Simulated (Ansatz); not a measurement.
`C[CH](C)[Sn][Cl]`. The species carries charge 0 and has multiplicity 1. Sn: def2 effective core potential. The geometry is a stationary point of PBE0-D4/def2-TZVP. It is one conformer, not always the lowest.

```xyz
12

C     0.151    1.134   -0.704
C    -0.477   -0.213   -0.376
C    -0.593   -0.434    1.125
Sn    0.657   -1.853   -1.320
Cl    2.666   -1.399   -0.118
H     0.205    1.325   -1.781
H     1.167    1.202   -0.304
H    -0.429    1.954   -0.263
H    -1.475   -0.267   -0.829
H    -1.187    0.361    1.593
H    -1.078   -1.383    1.377
H     0.392   -0.428    1.600
```

(1) What is the dipole moment at ωB97M-V/def2-TZVPP? (Estimate.)

(2) And with PBE, r2SCAN, B3LYP? (Best estimate.)

(3) Give the Mulliken charges with ωB97M-V, r2SCAN, PBE in def2-TZVPP. (An estimate is asked.)

Results:

(1) The calculation gave: 2.89 D, with components (-2.65, -0.09, -1.15) D in this frame, pointing from negative to positive charge.

(2) The calculation gave: PBE 2.69 D, r2SCAN 2.78 D, B3LYP 2.85 D.

(3) Computed: 
```json
{"atom": "C1", "ωB97M-V": "-0.32", "r2SCAN": "-0.17", "PBE": "-0.27"}
{"atom": "C2", "ωB97M-V": "-0.36", "r2SCAN": "-0.20", "PBE": "-0.24"}
{"atom": "C3", "ωB97M-V": "-0.32", "r2SCAN": "-0.17", "PBE": "-0.27"}
{"atom": "Sn4", "ωB97M-V": "0.60", "r2SCAN": "0.61", "PBE": "0.58"}
{"atom": "Cl5", "ωB97M-V": "-0.39", "r2SCAN": "-0.42", "PBE": "-0.38"}
{"atom": "H6", "ωB97M-V": "0.10", "r2SCAN": "0.04", "PBE": "0.08"}
{"atom": "H7", "ωB97M-V": "0.13", "r2SCAN": "0.07", "PBE": "0.10"}
{"atom": "H8", "ωB97M-V": "0.10", "r2SCAN": "0.04", "PBE": "0.08"}
{"atom": "H9", "ωB97M-V": "0.12", "r2SCAN": "0.04", "PBE": "0.08"}
{"atom": "H10", "ωB97M-V": "0.10", "r2SCAN": "0.04", "PBE": "0.08"}
{"atom": "H11", "ωB97M-V": "0.10", "r2SCAN": "0.04", "PBE": "0.08"}
{"atom": "H12", "ωB97M-V": "0.13", "r2SCAN": "0.07", "PBE": "0.10"}
```

B3LYP here is the variant with VWN-RPA as its local correlation; programs differ in this.
